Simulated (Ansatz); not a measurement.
A structure relaxed at r2SCAN-D4/def2-TZVPD in Ansatz, charge -1, doublet:

```xyz
3

Cu    1.270    0.273    2.015
Cu   -1.270   -0.277   -2.015
Zn   -0.001    0.004    0.000
```

Give its formula and point group.

the cluster ZnCu2⁻. Point group D∞h (tolerance 0.1 Å).

Summarise the bond lengths by kind (pairs closer than 1.2 times the sum of covalent radii, bridged metal pairs left out).

2 × Cu–Zn 2.40 Å.

The highest occupied level of the charge -1 doublet lies above zero (up to 0.66 eV). The electron is either unbound and held by the finite basis, or the level is raised by self-interaction error. Another isomer (doublet) lies 0.06 eV lower at PBE0-D4/def2-TZVPD; other spin states weren't run for this one.
